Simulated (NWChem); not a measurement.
# In cation, singlet

Computed with NWChem. Low-valent species are run as closed-shell singlets; no triplet was tried in these runs. STO-3G and 3-21G are far too small for this property and stand as cheap habits. def2 effective core potentials on In; no spin-orbit coupling. Field at 589 nm.

Task: Among these, which level gives the highest value of “isotropic polarisability (bohr³)”?
(A) B3LYP/def2-SVP (core potentials)
(B) B3LYP/def2-TZVPD (core potentials)
(C) B3LYP/def2-SVPD (core potentials)
(D) B3LYP/STO-3G (all-electron, non-relativistic)

Result: D, B3LYP/STO-3G (all-electron, non-relativistic). Values: B3LYP/def2-SVPD (core potentials) 24.7; B3LYP/def2-SVP (core potentials) 24.8; B3LYP/def2-TZVPD (core potentials) 25.2; B3LYP/STO-3G (all-electron, non-relativistic) 27.4
